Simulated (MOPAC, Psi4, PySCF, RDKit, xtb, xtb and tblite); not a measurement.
Two geometries of C₄H₁₂OSi, SMILES CO[SiH2]C(C)C, relaxed at GFN2-xTB with one dihedral held; other torsions can differ between them too.

Structure A

```
18

C      3.0859     0.4807     0.1167
O      1.7096     0.3977     0.3268
Si     0.6505    -0.5862    -0.4084
C     -1.0139    -0.1299     0.3902
C     -1.3722     1.3369     0.1645
C     -1.0366    -0.4492     1.8830
H      3.5706    -0.4741     0.3335
H      3.4850     1.2469     0.7825
H      3.3052     0.7523    -0.9185
H      0.9911    -1.9967    -0.1793
H      0.6346    -0.3540    -1.8590
H     -1.7815    -0.7417    -0.0948
H     -1.4210     1.5647    -0.8982
H     -2.3400     1.5696     0.6089
H     -0.6238     1.9808     0.6202
H     -2.0066    -0.2022     2.3148
H     -0.8454    -1.5061     2.0562
H     -0.2754     0.1278     2.4029
```

Structure B

```
18

C      3.0525     0.5209     0.1019
O      1.6813     0.4074     0.3298
Si     0.6430    -0.5962    -0.4110
C     -1.0189    -0.1710     0.4154
C     -1.6221    -1.3850     1.1166
C     -2.0221     0.3811    -0.5939
H      3.5587    -0.4258     0.3039
H      3.4451     1.2896     0.7683
H      3.2512     0.8045    -0.9341
H      1.0333    -1.9982    -0.2065
H      0.6282    -0.3609    -1.8615
H     -0.8466     0.6013     1.1723
H     -0.9446    -1.7771     1.8712
H     -2.5606    -1.1211     1.6038
H     -1.8256    -2.1758     0.3971
H     -2.9588     0.6422    -0.1017
H     -1.6343     1.2713    -1.0832
H     -2.2382    -0.3621    -1.3589
```

Q: Which is lower in energy at the level B3LYP-D3(BJ)/def2-SVP // GFN2-xTB in Psi4 1.11, and by how much?

A: A is lower, by 2.80 kcal/mol (dihedral O2–Si3–C4–C5: 60° in A, -120° in B).

E(B) − E(A) in kcal/mol at the other levels, on the same two geometries: GFN2-xTB (xtb and tblite) 0.18; MMFF94 // GFN2-xTB (RDKit) 1.82; B3LYP/def2-SVP // GFN2-xTB (Psi4) 2.55; PBE/def2-SVP // GFN2-xTB (Psi4) 2.53; PBE-D3(BJ)/def2-SVP // GFN2-xTB (Psi4) 2.70; UFF // GFN2-xTB (RDKit) 1.34; PM6, restricted, heats of formation // GFN2-xTB (MOPAC) 0.87; PM3, restricted, heats of formation // GFN2-xTB (MOPAC) -0.55; GFN1-xTB // GFN2-xTB (xtb) 1.64; restricted B3LYP/6-31G*, spherical d, density fitting // GFN2-xTB (PySCF) 1.91; restricted M06-2X/6-31G*, spherical d, density fitting // GFN2-xTB (PySCF) 2.23; restricted Hartree-Fock/6-31G*, spherical d, density fitting // GFN2-xTB (PySCF) 2.21; restricted Hartree-Fock/LANL2DZ, with its core potentials past Ne // GFN2-xTB (PySCF) 2.67.

MMFF94 has few fitted parameters for silicon.
